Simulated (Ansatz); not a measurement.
Reaction (atomization): `CN[SiH2][SiH3]` → C• + 9 H• + N• + 2 Si•

Computed with Ansatz on PBE0-D4/def2-TZVP structures; ΔE is electronic, products minus reactants. CBS: MP2 limit from def2 TZ/QZ plus the TZ coupled-cluster correction, frozen cores. This one scheme is used for every species, atoms too. Functionals use def2-TZVPP. B3LYP here is the variant with VWN-RPA as its local correlation; programs differ in this. HSE06 is defined as in plane-wave codes. Open shells (•) are unrestricted, without spin–orbit coupling. Spin–orbit coupling would lower the free atoms: a little for C, Si. One conformer a species, not always the lowest.

`CN[SiH2][SiH3]`:

Z-matrix (Å, degrees):
```
C
N 1 1.448
H 1 1.093 2 109.5
H 1 1.093 2 110.8 3 -117.7
H 1 1.098 2 113.9 3 120.2
Si 2 1.722 1 122.6 3 -37.9
H 2 1.008 1 113.6 3 171.6
Si 6 2.354 2 115.3 1 -62.4
H 6 1.491 2 108.4 1 58.0
H 6 1.489 2 107.1 1 176.3
H 8 1.490 6 110.9 2 -61.9
H 8 1.490 6 111.2 2 177.7
H 8 1.491 6 110.9 2 57.6
```

| level | ΔE (eV) | difference from CCSD(T)/CBS |
| --- | --- | --- |
| LDA (SPW92) | 49.09 | 5.13 |
| BLYP-D4 | 43.72 | -0.24 |
| r2SCAN-D4 | 43.80 | -0.16 |
| PBE0-D4 | 43.67 | -0.29 |
| r2SCAN0-D4 | 43.43 | -0.53 |
| HSE06-D4 | 43.69 | -0.27 |
| BHLYP-D4 | 43.30 | -0.66 |
| ωB97M-V | 44.01 | 0.05 |
| PBE-QIDH | 43.38 | -0.58 |
| B3LYP | 43.64 | -0.32 |
| r2SCAN0 | 43.35 | -0.61 |
| HF/def2-SVP | 32.37 | -11.59 |
| CCSD/def2-SVP | 40.82 | -3.14 |
| CCSD(T)/def2-SVP | 41.14 | -2.82 |
| HF/def2-TZVPP | 32.49 | -11.47 |
| SCS-MP2/def2-TZVPP | 43.13 | -0.83 |
| CCSD(T)/CBS | 43.96 | 0 |

(1) What do rigid-rotor, harmonic-oscillator terms from PBE0-D4/def2-TZVP frequencies (298.15 K, 1 bar) make of the CCSD(T)/CBS value? (An estimate is asked.)

Largest T1 diagnostic among the species: 0.012.

Answers

(1) The calculation gave: ΔZPE = -2.61 eV, ΔH = +41.94 eV, ΔS = 1316 J/(mol·K), ΔG = +37.87 eV. Open shells count their whole term as degenerate.

From PBE to PBE0 (25 % exact exchange), in def2-TZVPP and without D4, ΔE moves by −0.32 eV: exact exchange takes away binding that semilocal exchange gives to molecules. At CCSD(T), def2-SVP lies −2.82 eV from the extrapolated value and def2-TZVPP −1.16 eV: correlation converges slowly with the basis, and small sets miss more of it in the bonded molecule than in its fragments. Leaving LDA and LC-ωPBE aside and taking each functional with its dispersion term where it has one, the values, not all of them listed here, spread over 0.97 eV, from revPBE-D4 to ωB97X-V. LDA lies +5.33 eV from PBE without D4, its usual overbinding.

For atomizations the MP2-based limit and the directly extrapolated one differ by several kJ/mol either way, and by 10 to 25 for some Ge, Se and Sn compounds, so smaller differences from it don't rank the levels.
